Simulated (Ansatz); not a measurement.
# Nudged elastic band run: TiSi16

The input (input.yaml):

```yaml
crystal:
  lattice:
    - [0.0, 5.43, 5.43]
    - [5.43, 0.0, 5.43]
    - [5.43, 5.43, 0.0]
  atoms:
    - { symbol: Si, position: [-0.00135005, 0.00500259, 0.00178414] }
    - { symbol: Si, position: [0.13212501, 0.12167388, 0.1242617] }
    - { symbol: Si, position: [-0.00102484, 0.0010399, 0.49811814] }
    - { symbol: Si, position: [0.12245083, 0.13969683, 0.6207366] }
    - { symbol: Si, position: [-0.0014676, 0.49431716, 0.00130871] }
    - { symbol: Si, position: [0.12044532, 0.62223565, 0.13445634] }
    - { symbol: Si, position: [-0.003077, 0.50245108, 0.49640445] }
    - { symbol: Si, position: [0.12164, 0.61695311, 0.6202676] }
    - { symbol: Si, position: [0.50271659, -0.00249386, 0.00226002] }
    - { symbol: Si, position: [0.62493661, 0.12410738, 0.12406532] }
    - { symbol: Si, position: [0.50305922, 0.00551184, 0.49764835] }
    - { symbol: Si, position: [0.62526822, 0.1215468, 0.6316725] }
    - { symbol: Si, position: [0.50278035, 0.49744158, 0.00188204] }
    - { symbol: Si, position: [0.62477753, 0.62680318, 0.12394385] }
    - { symbol: Si, position: [0.50242815, 0.49397415, 0.49766979] }
    - { symbol: Si, position: [0.63518844, 0.6228248, 0.61930238] }
    - { symbol: Ti, position: [0.24886222, 0.75116783, 0.74787698] }
basis:
  ecutwfc: 420.0
kpoints:
  mp_grid: { grid: [2, 2, 2] }
hamiltonian:
  xc: pbe
  pseudopotentials: { kind: paw, azcp: { folder: soft_1 } }
scf:
  occupations: { method: gaussian, width: 0.02 }
  lower_state_search: "off"
neb:
  images: 5
  f_tol: 0.05
  initial_path: idpp
  max_iterations: 36
  final_atoms:
    - { symbol: Si, position: [0.00122614, -0.00159224, 0.00011633] }
    - { symbol: Si, position: [0.12370813, 0.12672058, 0.12271289] }
    - { symbol: Si, position: [-0.00920819, 0.00232125, 0.50531051] }
    - { symbol: Si, position: [0.12329986, 0.1314245, 0.62643796] }
    - { symbol: Si, position: [0.00145232, 0.50026805, 0.00040125] }
    - { symbol: Si, position: [0.12328496, 0.62779325, 0.1216773] }
    - { symbol: Si, position: [0.0009082, 0.5038246, 0.4922538] }
    - { symbol: Si, position: [0.1234018, 0.61927697, 0.62665528] }
    - { symbol: Si, position: [0.50630706, 0.00183593, -0.0100624] }
    - { symbol: Si, position: [0.62759087, 0.13063476, 0.12265111] }
    - { symbol: Si, position: [0.50384823, 0.00833245, 0.50364665] }
    - { symbol: Si, position: [0.62901093, 0.12167981, 0.62798228] }
    - { symbol: Si, position: [0.49393309, 0.5032765, -1.417e-05] }
    - { symbol: Si, position: [0.62773109, 0.61929055, 0.12277172] }
    - { symbol: Si, position: [0.50428958, 0.4845912, 0.50365746] }
    - { symbol: Si, position: [0.62716628, 0.62373288, 0.62607149] }
    - { symbol: Ti, position: [0.37713526, 0.8733445, 0.3766052] }
  order_check: true
```

Launched with:

```bash
$ ansatz run input.yaml --threads 1 --pin off --max-ram 3072MiB --backend cpu --events-out ev --progress --plain --runs-dir out
```

Output, in part (warnings, iteration lines):

```
NEB end point (image 0): max|allowed force component| = 1.258e-2 eV/Å (the criterion of neb.relax_end_points is 1.000e-2)
NEB end point (image 6): max|allowed force component| = 1.587e-2 eV/Å (the criterion of neb.relax_end_points is 1.000e-2)
NEB iter   1: max|band force component| = 3.689e0 eV/Å  barrier→ = 2.4508 eV  barrier← = 2.4508 eV  Δτ_max = 0.1216 Å  (68 SCF iters)
NEB iter   2: max|band force component| = 9.642e-1 eV/Å  barrier→ = 1.8442 eV  barrier← = 1.8442 eV  Δτ_max = 0.1096 Å  (37 SCF iters)
NEB iter   3: max|band force component| = 3.908e-1 eV/Å  barrier→ = 1.7435 eV  barrier← = 1.7434 eV  CI = image 3  Δτ_max = 0.0654 Å  (38 SCF iters)
NEB iter   4: max|band force component| = 9.104e-2 eV/Å  barrier→ = 1.7302 eV  barrier← = 1.7301 eV  CI = image 3  Δτ_max = 0.0531 Å  (31 SCF iters)
NEB iter   5: max|band force component| = 6.745e-2 eV/Å  barrier→ = 1.7164 eV  barrier← = 1.7164 eV  CI = image 3  Δτ_max = 0.1239 Å  (33 SCF iters)
NEB iter   6: max|band force component| = 1.346e-1 eV/Å  barrier→ = 1.7251 eV  barrier← = 1.7250 eV  CI = image 3  Δτ_max = 0.0638 Å  (37 SCF iters)
NEB iter   7: max|band force component| = 1.929e-2 eV/Å  barrier→ = 1.7100 eV  barrier← = 1.7100 eV  CI = image 3  CI's point: of a kind that is not told: the force calls were inconclusive, a negative curvature could not be distinguished from the path's own, the only one lies far off the path, or fixed occupations may fill a level only in part  Δτ_max = 0.0000 Å  (316 SCF iters)
```

The run converged. By the program's own check the climbing image is of a kind that is not told: the force calls were inconclusive, a negative curvature could not be distinguished from the path's own, the only one lies far off the path, or fixed occupations may fill a level only in part (lowest curvatures found: -4.17 and -0.02 eV/Å²). Limits of this set-up: coarse k mesh.

Final band (atoms are numbered from 1 in the order of the input):

```
image  path coordinate (Å)  energy (eV)  Si1–Ti17 (Å)  Si5–Ti17 (Å)  Si6–Ti17 (Å)
    0                 0.00         0.00          2.76          2.75          2.42
    1                 0.53         0.15          2.85          2.85          2.41
    2                 1.06         1.04          3.13          3.12          2.68
    3                 1.59         1.71          3.51          3.51          3.19
    4                 2.12         1.04          3.93          3.93          3.75
    5                 2.65         0.15          4.31          4.31          4.28
    6                 3.18         0.00          4.49          4.49          4.67
```

Run time: 7.7 min on 1 thread of Arm Neoverse V2, with other jobs on the host, peak memory 0.9 GiB.
